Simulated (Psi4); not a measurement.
C₃H₈Si, charge +1, doublet, geometry from GFN2-xTB (a state made from the parent by changing its charge; the spin is typed, not shown lowest); Psi4 1.11 with R2SCAN/cc-pVDZ.

Psi4 was given this input:
```
memory 2 GB

molecule {
1 2
C     1.05833802    0.47727651    0.97110393
C     0.96501957   -0.69868733    0.01191923
Si   -0.84211903   -0.37976868   -0.77270691
C    -0.31879072    0.99011582    0.58104385
H     1.86318259    1.16764572    0.73806192
H     1.13584709    0.18482051    2.01377110
H     1.68976193   -0.65965217   -0.79669617
H     0.94572194   -1.66504962    0.50831183
H    -1.87958013   -1.31092150   -0.34989867
H    -0.85038746    0.07979365   -2.15504985
H    -0.29912040    1.95664619    0.08499323
H    -1.04316039    0.95124873    1.39000123
}

set {
  basis cc-pvdz
  reference uks
}

energy('r2scan')
print_variables()
```

What the program printed (banner, timings and long lists left out):

```
   => Loading Basis Set <=

    Name: CC-PVDZ
    Role: ORBITAL
    Keyword: BASIS

         ---------------------------------------------------------
                                   SCF
               by Justin Turney, Rob Parrish, Andy Simmonett
                          and Daniel G. A. Smith
                              UKS Reference
         ---------------------------------------------------------

  ==> Geometry <==

    Molecular point group: c1
    Full point group: C1

    Geometry (in Angstrom), charge = 1, multiplicity = 2:

       Center              X                  Y                   Z               Mass
    ------------   -----------------  -----------------  -----------------  -----------------
         C            1.079584826005     0.486858138302     0.990599457453    12.000000000000
         C            0.986266376005    -0.689105701698     0.031414757453    12.000000000000
         SI          -0.820872223995    -0.370187051698    -0.753211382547    27.976926534650
         C           -0.297543913995     0.999697448302     0.600539377453    12.000000000000
         H            1.884429396005     1.177227348302     0.757557447453     1.007825032230
         H            1.157093896005     0.194402138302     2.033266627453     1.007825032230
         H            1.711008736005    -0.650070541698    -0.777200642547     1.007825032230
         H            0.966968746005    -1.655467991698     0.527807357453     1.007825032230
         H           -1.858333323995    -1.301339871698    -0.330403142547     1.007825032230
         H           -0.829140653995     0.089375278302    -2.135554322547     1.007825032230
         H           -0.277873593995     1.966227818302     0.104488757453     1.007825032230
         H           -1.021913583995     0.960830358302     1.409496757453     1.007825032230

  Running in c1 symmetry.

  Rotational constants: A =      0.34665  B =      0.17035  C =      0.12814 [cm^-1]
  Rotational constants: A =  10392.27263  B =   5106.96703  C =   3841.57112 [MHz]
  Nuclear repulsion =  165.251085328350030

  Charge       = 1
  Multiplicity = 2
  Electrons    = 39
  Nalpha       = 20
  Nbeta        = 19

  ==> Algorithm <==

  SCF Algorithm Type is DF.
  DIIS enabled.
  MOM disabled.
  Fractional occupation disabled.
  Guess Type is SAD.
  Energy threshold   = 1.00e-06
  Density threshold  = 1.00e-06
  Integral threshold = 1.00e-12

  ==> Primary Basis <==

  Basis Set: CC-PVDZ
    Blend: CC-PVDZ
    Number of shells: 50
    Number of basis functions: 100
    Number of Cartesian functions: 104
    Spherical Harmonics?: true
    Max angular momentum: 2

  ==> DFT Potential <==

   => LibXC <=

    Version 7.1.2
    S. Lehtola, C. Steigemann, M. J. T. Oliveira, and M. A. L. Marques,  SoftwareX 7, 1–5 (2018) (10.1016/j.softx.2017.11.002)

   => Composite Functional: R2SCAN <=

    r2SCAN Meta-GGA XC Functional  (0.1021/acs.jpclett.0c02405)
    J. W. Furness, A. D. Kaplan, J. Ning, J. P. Perdew, J. Sun  J. Phys. Chem. Lett.  11, 8208–8215, 2020

    Deriv               =              1
    GGA                 =           TRUE
    Meta                =           TRUE

    Exchange Hybrid     =          FALSE
    MP2 Hybrid          =          FALSE

   => Exchange Functionals <=

    1.0000   XC_MGGA_X_R2SCAN

   => Correlation Functionals <=

    1.0000   XC_MGGA_C_R2SCAN

   => LibXC Density Thresholds  <==

    XC_MGGA_C_R2SCAN:  1.00E-15
    XC_MGGA_X_R2SCAN:  1.00E-11

   => Molecular Quadrature <=

    Radial Scheme          =       TREUTLER
    Pruning Scheme         =           NONE
    Nuclear Scheme         =       TREUTLER

    Blocking Scheme        =         OCTREE
    BS radius alpha        =              1
    Pruning alpha          =              1
    Radial Points          =             75
    Spherical Points       =            302
    Total Points           =         256174
    Total Blocks           =           1982
    Max Points             =            256
    Max Functions          =            100
    Weights Tolerance      =       1.00E-15

   => Loading Basis Set <=

    Name: (CC-PVDZ AUX)
    Role: JKFIT
    Keyword: DF_BASIS_SCF

  ==> Integral Setup <==

  SCF_SUBTYPE=INCORE selected. In-core MEM_DF algorithm will be used.
  Using in-core AOs.

  ==> MemDFJK: Density-Fitted J/K Matrices <==

    J tasked:                   Yes
    K tasked:                    No
    wK tasked:                   No
    Algorithm:                 Core
    Schwarz Cutoff:           1E-12
    Mask sparsity (%):       0.0000
    Fitting Condition:        1E-10

   => Auxiliary Basis Set <=

  Basis Set: (CC-PVDZ AUX)
    Blend: CC-PVDZ-JKFIT
    Number of shells: 180
    Number of basis functions: 506
    Number of Cartesian functions: 573
    Spherical Harmonics?: true
    Max angular momentum: 3

  Minimum eigenvalue in the overlap matrix is 4.0132899612E-03.
  Reciprocal condition number of the overlap matrix is 6.5162493566E-04.
    Using symmetric orthogonalization.

  ==> Pre-Iterations <==

  SCF Guess: Superposition of Atomic Densities via on-the-fly atomic UHF (no occupation information).

   -------------------------
    Irrep   Nso     Nmo
   -------------------------
     A        100     100
   -------------------------
    Total     100     100
   -------------------------

  ==> Iterations <==

                           Total Energy        Delta E     RMS |[F,P]|

   @DF-UKS iter SAD:  -408.06290385092734   -4.08063e+02   0.00000e+00
   @DF-UKS iter   1:  -407.88013694899774    1.82767e-01   7.07306e-03 ADIIS/DIIS
   @DF-UKS iter   2:  -407.26951634221024    6.10621e-01   1.18294e-02 ADIIS/DIIS
   @DF-UKS iter   3:  -408.15059400688983   -8.81078e-01   1.14107e-03 ADIIS/DIIS
   @DF-UKS iter   4:  -408.15946094492568   -8.86694e-03   4.90648e-04 ADIIS/DIIS
   @DF-UKS iter   5:  -408.16080029092325   -1.33935e-03   1.97001e-04 ADIIS/DIIS
   @DF-UKS iter   6:  -408.16101503563470   -2.14745e-04   3.15447e-05 DIIS
   @DF-UKS iter   7:  -408.16102144102643   -6.40539e-06   1.81725e-05 DIIS
   @DF-UKS iter   8:  -408.16102373385939   -2.29283e-06   1.96779e-06 DIIS
   @DF-UKS iter   9:  -408.16102379772701   -6.38676e-08   6.17707e-07 DIIS
  Energy and wave function converged.

  ==> Post-Iterations <==

   Electrons on quadrature grid:
      Nalpha   =   19.9999270003 ; deviation = -7.300e-05
      Nbeta    =   18.9999329462 ; deviation = -6.705e-05
      Ntotal   =   38.9998599465 ; deviation = -1.401e-04

   @Spin Contamination Metric:   5.068628265E-03
   @S^2 Expected:                7.500000000E-01
   @S^2 Observed:                7.550686283E-01
   @S   Expected:                5.000000000E-01
   @S   Observed:                5.000000000E-01

    Orbital Energies [Eh]
    ---------------------

    Alpha Occupied:

[...]
    Alpha Virtual:

[...]
    Beta Occupied:

[...]
      19A     -0.496933

    Beta Virtual:

[...]
    Final Occupation by Irrep:
              A
    DOCC [    19 ]
    SOCC [     1 ]
    NA   [    20 ]
    NB   [    19 ]

  @DF-UKS Final Energy:  -408.16102379772701

   => Energetics <=

    Nuclear Repulsion Energy =            165.2510853283500296
    One-Electron Energy =                -878.5762470745169139
    Two-Electron Energy =                 344.9738220376768822
    DFT Exchange-Correlation Energy =     -39.8096840892369812
    Empirical Dispersion Energy =           0.0000000000000000
    VV10 Nonlocal Energy =                  0.0000000000000000
    Total Energy =                       -408.1610237977270117

  UHF NO Occupations:
  HONO-2 :   18  A 1.9995383
  HONO-1 :   19  A 1.9988071
  HONO-0 :   20  A 1.0000000
  LUNO+0 :   21  A 0.0011929
  LUNO+1 :   22  A 0.0004617
  LUNO+2 :   23  A 0.0003602
  LUNO+3 :   24  A 0.0002120

Computation Completed

Properties will be evaluated at   0.000000,   0.000000,   0.000000 [a0]

Properties computed using the SCF density matrix

 Multipole Moments:

 ------------------------------------------------------------------------------------
     Multipole            Electronic (a.u.)      Nuclear  (a.u.)        Total (a.u.)
 ------------------------------------------------------------------------------------

 L = 1.  Multiply by 2.5417464519 to convert [e a0] to [Debye]
 Dipole X            :         -1.6815570            1.6060257           -0.0755312
 Dipole Y            :         -0.7583283            0.7242661           -0.0340621
 Dipole Z            :         -1.5429537            1.4736482           -0.0693055
 Magnitude           :                                                    0.1080206

 ------------------------------------------------------------------------------------

  Variable Map:
  ----------------------------------------------------------------------------
[...]
  Array Variable Map:
  ----------------------------------------------------------------------------
[...]
[...]
```
